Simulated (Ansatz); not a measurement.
The cluster Sr5S5⁻. The state is a doublet with charge -1. Geometry PBE-D4/def2-SVP; atoms count from 1.

```xyz
10

Sr   -1.3454   -0.1118   -1.3932
Sr    0.0365    1.3827    1.3682
Sr    2.4882    0.8834   -1.7275
Sr   -3.3585   -0.8713    2.1348
Sr    1.7172   -2.1753    0.3239
S    -2.8479    1.3682    0.6884
S     1.1146   -1.5116   -2.3202
S    -0.7933   -1.5664    1.2562
S     2.7917    0.3056    1.0194
S     0.1969    2.2965   -1.3499
```

In the def2 sets Sr takes a core potential; there is no spin–orbit coupling. The structure comes from a short search, and lower isomers may exist.

(1) Estimate the Mulliken populations from the PBE0/def2-TZVPD orbitals of Ansatz.

(2) Where does the spin sit?

(3) And the Mayer bond orders between heavy atoms (over 0.3)?

Answers

(1) 
| atom | charge (e) | spin (α − β) |
| --- | --- | --- |
| Sr1 | 1.25 | 0.13 |
| Sr2 | 1.25 | 0.13 |
| Sr3 | 1.60 | 0.03 |
| Sr4 | 1.12 | 0.71 |
| Sr5 | 1.64 | -0.02 |
| S6 | -1.54 | 0.05 |
| S7 | -1.58 | 0.00 |
| S8 | -1.60 | -0.03 |
| S9 | -1.58 | 0.00 |
| S10 | -1.56 | 0.01 |
Mulliken values depend strongly on the basis. With diffuse functions, as here, like atoms can get unlike values, and bond orders can come out too low or too high.

(2) Summed by element: Sr 0.98, S 0.02, of 1 unpaired in all. Largest on single atoms: Sr4 0.71, Sr1 0.13, Sr2 0.13.

(3) Sr1–S6 0.32 (2.96 Å); Sr1–S10 0.30 (2.86 Å); Sr2–S6 0.32 (2.96 Å); Sr2–S10 0.30 (2.87 Å); Sr4–S6 0.32 (2.71 Å).
